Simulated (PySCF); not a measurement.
# Partial charges of `C#C[C@@H]1[SiH2][C@H]1[SiH2]Cl`

Compound: C4H7ClSi2.
Geometry (GFN2-xTB, Å), atoms numbered from 1 in this order:
```
atom  x, y, z in Å
C1     2.4054   -0.4522    2.0022
C2     1.7318   -0.1929    1.0436
C3     0.9084    0.1401   -0.0634
Si4   -0.0820    1.7600   -0.1059
C5    -0.6224   -0.0415    0.1159
Si6   -1.5261   -1.0701   -1.1688
Cl7   -3.5153   -0.7862   -0.9206
H8     3.0070   -0.6923    2.8268
H9     1.3044   -0.2330   -1.0028
H10   -0.2474    2.3808   -1.4080
H11   -0.0411    2.6086    1.0697
H12   -0.8832   -0.3021    1.1394
H13   -1.2611   -2.5023   -1.0332
H14   -1.1792   -0.6175   -2.5170
```

Density: PBE0/pcSseg-1 (PySCF); schemes: Mulliken, IAO, Hirshfeld and ESP-fitted. One conformer (not necessarily the lowest) at the GFN2-xTB geometry, without solvent, vibrations or thermal averaging.

Q: For which atoms does the sign change between the 4 schemes (beyond +0.03 e in one, beyond −0.03 e in another)?

A: C2 and H11. Atomic charges aren't observables, and each scheme defines them in its own way.

Q: Which atoms carry the highest charge in the Mulliken, IAO, Hirshfeld and ESP-fitted schemes?

A: All schemes agree: Mulliken Si6 (+0.749); IAO Si6 (+0.818); Hirshfeld Si6 (+0.341); ESP-fitted Si6 (+0.333).

Q: Tabulate the Mulliken, IAO, Hirshfeld and ESP-fitted charges.

A: In e:

| atom | environment | Mulliken | IAO | Hirshfeld | ESP-fitted |
| --- | --- | --- | --- | --- | --- |
| C1 | terminal alkyne carbon | -0.378 | -0.268 | -0.132 | -0.523 |
| C2 | alkyne carbon | +0.340 | -0.025 | -0.049 | +0.146 |
| C3 | sp3 carbon bound to silicon | -0.467 | -0.360 | -0.101 | -0.300 |
| Si4 | SiH2 silicon | +0.596 | +0.679 | +0.337 | +0.166 |
| C5 | sp3 carbon bound to silicon | -0.682 | -0.646 | -0.203 | -0.312 |
| Si6 | chlorine-bound silicon | +0.749 | +0.818 | +0.341 | +0.333 |
| Cl7 | silicon-bound chlorine | -0.330 | -0.319 | -0.133 | -0.202 |
| H8 | alkyne hydrogen | +0.039 | +0.200 | +0.087 | +0.322 |
| H9 | methine hydrogen | +0.170 | +0.169 | +0.053 | +0.200 |
| H10 | Si–H hydrogen | -0.049 | -0.092 | -0.053 | +0.019 |
| H11 | Si–H hydrogen | -0.039 | -0.081 | -0.047 | +0.040 |
| H12 | methine hydrogen | +0.190 | +0.178 | +0.047 | +0.194 |
| H13 | Si–H hydrogen | -0.058 | -0.123 | -0.072 | -0.034 |
| H14 | Si–H hydrogen | -0.081 | -0.132 | -0.076 | -0.051 |

Mean size of the charges over all atoms: Mulliken 0.298 e, IAO 0.292 e, ESP-fitted 0.203 e, Hirshfeld 0.124 e. Each set sums to the total charge, 0, to within 0.001 e. The Mulliken scheme counts on each atom the diagonal of the density matrix times the overlap matrix over that atom's basis functions. The ESP scheme fits charges at the nuclei, held to the total charge, to the electrostatic potential on points at 1.4 to 2.0 times the van der Waals radii.

Q: Sum the charges by element, for elements with more than one atom.

A: 
| element | atoms | Mulliken | IAO | Hirshfeld | ESP-fitted |
| --- | --- | --- | --- | --- | --- |
| C | 4 | -1.188 | -1.299 | -0.484 | -0.988 |
| Si | 2 | +1.345 | +1.497 | +0.678 | +0.500 |
| H | 7 | +0.172 | +0.120 | -0.061 | +0.690 |

Q: How many electrons does the ESP-fitted scheme count on Cl7?

A: Z − q = 17 − (-0.202) = 17.202.

Q: How closely do the schemes follow one another over all atoms?

A: Correlation coefficient and root-mean-square difference: IAO with Hirshfeld 0.98, 0.226 e; Mulliken with IAO 0.95, 0.121 e; Mulliken with Hirshfeld 0.90, 0.251 e; Mulliken with ESP-fitted 0.84, 0.222 e; IAO with ESP-fitted 0.79, 0.236 e; Hirshfeld with ESP-fitted 0.74, 0.167 e.
